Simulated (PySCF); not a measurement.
PySCF job for C2H8BN3, SMILES N1B(N)NCC1, PBE/pcSseg-1. Geometry optimised at B3LYP-D3(BJ)/def2-SVP. This is a generated structure with no PubChem entry under its InChIKey; it may be hypothetical. The values are those of a single conformer.

```python
import numpy as np
from pyscf import gto, scf, dft
from pyscf.prop.nmr import rks as nmr

mol = gto.M(
    atom='''
    N    -0.00000000    0.00000000    2.22133386
    B     0.00000000    0.00000000    0.80232092
    N     0.15198227   -1.15028944   -0.05125864
    C    -0.13986683   -0.75803748   -1.42459870
    C     0.13986682    0.75803748   -1.42459870
    N    -0.15198227    1.15028944   -0.05125864
    H    -0.11421206    0.83827189    2.77337416
    H     0.11421206   -0.83827188    2.77337416
    H    -0.08300905   -2.09714731    0.21788153
    H    -1.19986305   -0.94358189   -1.69764508
    H     0.48512109   -1.28399086   -2.16767873
    H    -0.48512109    1.28399087   -2.16767873
    H     1.19986305    0.94358189   -1.69764508
    H     0.08300906    2.09714730    0.21788153
    ''',
    basis='pcSseg-1',
    charge=0,
    spin=0,
    max_memory=1600,
    verbose=3,
)
mf = dft.RKS(mol, xc='pbe')
mf.grids.level = 3
mf.conv_tol = 1e-10
mf.max_cycle = 100
mf.kernel()
n = nmr.NMR(mf)
n.verbose = 2
n.max_cycle_cphf = 60
sigma = n.kernel()
print('atom   isotropic/ppm   span/ppm')
for i, s in enumerate(sigma):
    w = np.linalg.eigvalsh((s + s.T) / 2)
    print(f'{mol.atom_symbol(i):2s}{i + 1:3d} {w.mean():14.3f} {w[2] - w[0]:11.3f}')
```

Program output:

```
converged SCF energy = -269.865786106259
atom   isotropic/ppm   span/ppm
N   1        222.671      67.584
B   2         72.340      42.253
N   3        197.418      80.067
C   4        128.886      49.214
C   5        128.886      49.214
N   6        197.418      80.067
H   7         29.838      15.736
H   8         29.838      15.736
H   9         30.235      15.670
H  10         27.724      11.580
H  11         27.971       9.513
H  12         27.971       9.513
H  13         27.724      11.580
H  14         30.235      15.670
```

Self-consistency was reached.

Cost: about 40 core-seconds (a rough figure).
